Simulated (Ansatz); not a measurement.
Mulliken charges of CH3BClNSe (`ClB1NC[Se]1`) from ωB97M-V/def2-TZVPP in Ansatz (PBE0-D4/def2-TZVP geometry).

```csv
atom,x (Å),y (Å),z (Å),charge (e)
Cl1,-2.377,1.525,0.578,-0.122
B2,-0.987,0.658,-0.009,0.105
N3,-0.017,-0.058,0.690,-0.170
C4,0.848,-0.528,-0.367,-0.160
Se5,-0.230,0.332,-1.795,-0.070
H6,0.134,-0.256,1.665,0.117
H7,0.863,-1.613,-0.484,0.150
H8,1.858,-0.118,-0.334,0.150
```

Question: By hand: the dipole of these point charges (1 e Å = 4.8032 D).

Answer: Σ q r = (0.493, -0.335, 0.068) e Å, of length 0.600 e Å = 2.88 D.

Question: How does the dipole of the full density compare? (Estimate.)

Answer: Ansatz gave: (0.387, -0.293, 0.348) e Å, 2.87 D; the point charges give 1.00 times that, at 29° from its direction.

Point charges leave out the atoms' own dipoles, such as those of lone pairs, and Mulliken's split depends on the basis, so the two needn't agree.
